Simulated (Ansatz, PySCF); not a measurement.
Process, species as SMILES: [CH2]COC -> [CH2]OCC
Structures are relaxed separately at B3LYP-D3(BJ)/def2-TZVP in Ansatz (a quantum-chemistry and plane-wave program), one conformer each, not searched for the lowest.

Quantity: isomerisation energy (electronic energy difference), in kcal/mol. Cores are frozen in the correlated levels unless marked. UHF or UKS for open shells. Spin-orbit coupling is left out. No relativistic terms. CBS marks a two-point X^-3 extrapolation of the correlation energy; Hartree-Fock from the larger set. The bracket is a focal-point correction in the basis named.

| level | program | isomerisation energy (kcal/mol) |
|---|---|---|
| HF/def2-TZVPD | PySCF | -4.4 |

**Question.** What does RI-MP2/CBS(cc-pVTZ,cc-pVQZ)+[CCSD(T)-MP2]/cc-pVDZ (Ansatz) give?

**Answer.** -6.8 kcal/mol
